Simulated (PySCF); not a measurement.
Geometry:
```csv
atom,x (Å),y (Å),z (Å)
O1,-7.948,-0.760,-3.275
S2,-7.229,0.470,-3.513
O3,-7.509,1.698,-2.807
Cl4,-7.455,0.894,-5.549
C5,-5.516,0.155,-3.434
C6,-4.922,-1.078,-3.557
C7,-3.514,-0.973,-3.466
C8,-3.067,0.324,-3.286
Si9,-1.282,0.891,-3.127
S10,-4.384,1.428,-3.221
H11,-5.488,-2.000,-3.698
H12,-2.841,-1.830,-3.524
H13,-1.106,1.682,-1.875
H14,-0.440,-0.338,-3.091
H15,-0.906,1.741,-4.294
```

Geometry: PBE0-D3(BJ)/def2-SVP; GIAO shifts from PySCF 2.14, gas phase, non-relativistic, averaged over equivalent atoms.

At PBE0/pcSseg-1 (223 basis functions, 52 s wall time on 1 thread of an Intel Xeon Platinum 8488C, shared host):
```json
{"atoms": "O1/O3", "δ (ppm)": "329.3"}
{"atoms": "S2", "δ (ppm)": "324.4"}
{"atoms": "S10", "δ (ppm)": "268.8"}
{"atoms": "Cl4", "δ (ppm)": "745.0"}
{"atoms": "C5", "δ (ppm)": "163.3"}
{"atoms": "C8", "δ (ppm)": "148.5"}
{"atoms": "C7", "δ (ppm)": "142.6"}
{"atoms": "C6", "δ (ppm)": "138.5"}
{"atoms": "Si9", "δ (ppm)": "-71.3"}
{"atoms": "H11", "δ (ppm)": "7.74"}
{"atoms": "H12", "δ (ppm)": "7.35"}
{"atoms": "H13/H14/H15", "δ (ppm)": "4.66"}
```

References, each an isolated molecule treated in the same way: H2O for ¹⁷O (334.56 ppm); ³³S (495.66 ppm) against CS2; ³⁵Cl (943.27 ppm) vs HCl; TMS for ¹³C (184.41 ppm) and ²⁹Si (351.99 ppm) and ¹H (31.27 ppm).

**Question.** Estimate the result of repeating the calculation with B97-2/pcSseg-1.

**Answer.** 
| atoms | δ at B97-2/pcSseg-1 | change |
| --- | --- | --- |
| O1/O3 | 323.0 | -6.3 |
| S2 | 323.8 | -0.6 |
| S10 | 265.5 | -3.3 |
| Cl4 | 736.2 | -8.8 |
| C5 | 159.8 | -3.5 |
| C8 | 145.1 | -3.4 |
| C7 | 139.4 | -3.2 |
| C6 | 135.2 | -3.3 |
| Si9 | -69.5 | +1.8 |
| H11 | 7.69 | -0.05 |
| H12 | 7.31 | -0.04 |
| H13/H14/H15 | 4.57 | -0.09 |

References, each an isolated molecule treated in the same way: H2O for ¹⁷O (σref 331.62); CS2 for ³³S (σref 499.83); HCl for ³⁵Cl (σref 937.79); TMS for ¹³C (σref 183.69) and ²⁹Si (σref 357.41) and ¹H (σref 31.38).

The largest change is at Cl4 (chlorine bonded to S). Cost: 223 basis functions, 44 s wall time on 1 thread of an Intel Xeon Platinum 8488C, shared host. The order of the carbon signals is the same at both levels.

Unscaled 17O shifts of doubly bonded oxygen tend to come out too high, by tens of ppm or more. Experimental scales use liquid or dissolved standards, which lie at an offset from isolated H2O (liquid H2O: subtract about 36 ppm).
